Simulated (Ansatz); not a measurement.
Breaking a bond: Si(H)3(NiPr2), SMILES [SiH3]N(C(C)C)C(C)C (C₆H₁₇NSi). The N1–Si22 bond (N1 also carries C, C; Si22 carries H, H, H) is pulled apart rigidly from the PBE0/def2-SVP optimised geometry.

RKS-PBE = restricted PBE/def2-SVP (Ansatz, a program for electronic structure); UKS-PBE = unrestricted PBE/def2-SVP (Ansatz); RKS-PBE0 = restricted PBE0/def2-SVP (Ansatz); UKS-PBE0 = unrestricted PBE0/def2-SVP (Ansatz).

Energies relative to the lowest point of each curve near equilibrium, in kJ/mol; the last columns give the difference from UKS-PBE0:

```
R / Å  RKS-PBE  UKS-PBE  RKS-PBE0  UKS-PBE0  RKS-PBE − UKS-PBE0  UKS-PBE − UKS-PBE0  RKS-PBE0 − UKS-PBE0
-----  -------  -------  --------  --------  ------------------  ------------------  -------------------
1.44     210.2    210.2     199.8     199.8                10.4                10.4                  0.0
1.54      80.5     80.5      73.1      73.1                 7.4                 7.4                  0.0
1.62      27.1     27.1      22.5      22.5                 4.6                 4.6                  0.0
1.68       7.2      7.2       4.9       4.9                 2.3                 2.3                  0.0
1.74       0.0      0.0       0.0       0.0                 0.0                 0.0                  0.0
1.79       1.3      1.3       3.3       3.3                -2.0                -2.0                  0.0
1.88      15.8     15.8      21.5      21.5                -5.7                -5.7                  0.0
1.95      34.6     34.6      43.1      43.1                -8.6                -8.6                  0.0
2.08      79.2     79.2      93.3      93.3               -14.1               -14.1                  0.0
2.30     164.8    164.8     188.4     188.4               -23.6               -23.6                  0.0
2.54     252.9    252.9     286.9     286.9               -34.0               -34.0                  0.0
2.84     342.0    332.5     388.7     368.5               -26.6               -36.0                 20.1
3.19     410.0    360.8     473.0     374.1                35.9               -13.3                 98.9
3.64     445.2    366.1     525.4     375.7                69.5                -9.6                149.7
4.30     462.1    371.8     554.3     379.3                82.9                -7.5                175.0
5.07     468.9    375.2     568.6     381.6                87.3                -6.4                187.0
```

RKS-PBE is furthest from UKS-PBE0 at 5.07 (87.3 kJ/mol, above); its mean absolute difference over the points is 25.9 kJ/mol.

UKS-PBE is furthest from UKS-PBE0 at 2.84 (-36.0 kJ/mol, below); its mean absolute difference over the points is 11.6 kJ/mol.

RKS-PBE0 is furthest from UKS-PBE0 at 5.07 (187.0 kJ/mol, above); its mean absolute difference over the points is 39.4 kJ/mol.

The restricted form behind RKS-PBE, RKS-PBE0 keeps the bonding electrons paired and can't separate into open-shell fragments. The unrestricted solution behind UKS-PBE changes between 2.84 and 3.19 Å, which can leave a kink. The unrestricted determinant behind UKS-PBE, UKS-PBE0 is spin-contaminated at 2.84 to 5.07 Å (<S²> up to 1.0, against 0.00 for a pure singlet).
